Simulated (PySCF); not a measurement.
A PySCF script (with the pyscf-properties extension) for the NMR shieldings of SMILES C#C[C@@H]1C=CC[Si@H]1OC, C$_{7}$H$_{10}$OSi, on a PBE0-D3(BJ)/def2-SVP geometry:

```python
import basis_set_exchange as bse
import numpy as np
from pyscf import gto, dft
from pyscf.prop import nmr

atoms = """
C    -2.878797   -0.162612   -2.764549
C    -2.113463   -0.468445   -1.875198
C    -1.193557   -0.801820   -0.801289
C    -1.818334   -0.734956    0.579151
C    -1.282569    0.073162    1.503941
C    -0.077913    0.909525    1.161754
Si    0.278541    0.396804   -0.623589
O     1.672835   -0.498436   -0.791093
C     2.971363    0.021359   -0.763640
H    -3.555680    0.102079   -3.554809
H    -0.774187   -1.809590   -0.985575
H    -2.701000   -1.347088    0.789926
H    -1.717588    0.129889    2.508205
H     0.772802    0.684294    1.829355
H    -0.286107    1.987103    1.281041
H     0.291048    1.526439   -1.600397
H     3.225870    0.456600    0.221039
H     3.684175   -0.792629   -0.965428
H     3.121792    0.803183   -1.531119
"""
names = dict.fromkeys(["C", "Si", "O", "H"], "pcSseg-1")
basis = {el: gto.basis.parse(bse.get_basis(n, elements=[el], fmt="nwchem")) for el, n in names.items()}
mol = gto.M(atom=atoms, basis=basis, charge=0, verbose=0)
mf = dft.RKS(mol, xc="PBE0")
mf.grids.level = 2
mf.grids.alignment = dft.numint.BLKSIZE   # the property module wants whole blocks of grid points
mf.conv_tol = 1e-9
mf.kernel()

calc = nmr.RKS(mf)   # GIAO
C = mf.mo_coeff
Co = C[:, mf.mo_occ > 0]
resp = mf.gen_response(singlet=True, hermi=2)
def vind(x):   # induced exchange potential for any number of trial vectors
    d = np.einsum("pi,xij,qj->xpq", C, 2 * x.reshape(-1, C.shape[1], Co.shape[1]), Co, optimize=True)
    return np.einsum("xpq,pi,qj->xij", resp(d - d.transpose(0, 2, 1)), C, Co, optimize=True).ravel()
mo1, _ = nmr.rhf.solve_mo1(calc, with_cphf=vind)
sigma = calc.kernel(mo1)
for i, s in enumerate(sigma):   # ppm
    print("%2d %-2s %9.2f" % (i, mol.atom_pure_symbol(i), np.trace(s) / 3))
```

Problem. What does it print?

Solution. 
```
 0 C     111.16
 1 C      98.37
 2 C     160.87
 3 C      42.99
 4 C      44.40
 5 C     166.14
 6 Si    320.11
 7 O     315.74
 8 C     131.36
 9 H      29.43
10 H      28.56
11 H      25.29
12 H      25.28
13 H      29.84
14 H      29.82
15 H      26.07
16 H      27.77
17 H      27.45
18 H      27.71
```

These numbers come from an equivalent density-fitted implementation of the same equations, which agrees with the script to about 0.01 ppm for H and up to a few tenths of a ppm for heavy atoms, so last digits may differ.

Problem. Turn these shieldings into chemical shifts. Chemical shifts δ = σref − σ; ¹³C (σ = 184.41 ppm), ²⁹Si (σ = 351.99 ppm), ¹H (σ = 31.27 ppm) against TMS; ¹⁷O (σ = 334.56 ppm) vs H2O, all at this level.

Solution. Averaging equivalent atoms: C 3: 141.4; C 4: 140.0; C 1: 86.0; C 0: 73.2; C 8: 53.0; C 2: 23.5; C 5: 18.3; Si 6: 31.9; O 7: 18.8; H 12: 5.99; H 11: 5.98; H 15: 5.19; H 16/17/18: 3.63; H 10: 2.70; H 9: 1.84; H 14: 1.45; H 13: 1.42 ppm. Experimental scales use liquid or dissolved standards, which lie at an offset from isolated H2O (liquid H2O: subtract about 36 ppm).

Size and cost of the density-fitted run: 210 basis functions, 110 s wall time on 1 thread of an Intel Xeon, shared host; peak memory 0.98 GiB.
